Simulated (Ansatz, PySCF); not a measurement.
Gas-phase reaction R1 + R2 → P1 + P2, each structure at its B3LYP-D3(BJ)/def2-TZVP stationary point, reached from a drawn start (curvature not checked).
R1, H2O (SMILES O) (charge 0, multiplicity 1, Z-matrix in Å and degrees):
```
O
H 1 0.9627
H 1 0.9627 2 105.24
```
P1: NH3 (SMILES N), charge 0, multiplicity 1.
P2: H6OSi2 (SMILES [SiH3]O[SiH3]), charge 0, multiplicity 1.
R2, H7NSi2 (SMILES [SiH3]N[SiH3]) (charge 0, multiplicity 1, Z-matrix in Å and degrees):
```
N
H 1 1.0119
Si 1 1.7300 2 115.19
Si 1 1.7300 2 115.19 3 -175.87
H 4 1.4786 1 107.45 2 -171.60
H 3 1.4786 1 107.45 2 171.59
H 3 1.4834 6 110.01 1 120.47
H 4 1.4834 5 110.01 1 -120.47
H 4 1.4851 5 108.83 8 -117.17
H 3 1.4851 6 108.83 7 117.17
```

P less R. No zero-point or thermal terms.

Correlated levels freeze the cores. CBS(a, b) extrapolates the correlation energy as X⁻³ and adds the Hartree–Fock energy of set b.

The values were computed with Ansatz (a program for electronic structure) with Gaussian orbitals; PySCF for the D3/D4 terms. No computed number here is a measurement.

### Question
Give the reaction energy at the level PBE0-D3(BJ)/def2-TZVPP.

### Answer
-84 kJ/mol

### Question
Predict the reaction energy from CCSD/cc-pV(T+d)Z.

### Answer
-96 kJ/mol

### Question
Predict the reaction energy from CCSD(T)/CBS(cc-pV(T+d)Z, cc-pV(Q+d)Z).

### Answer
-92 kJ/mol
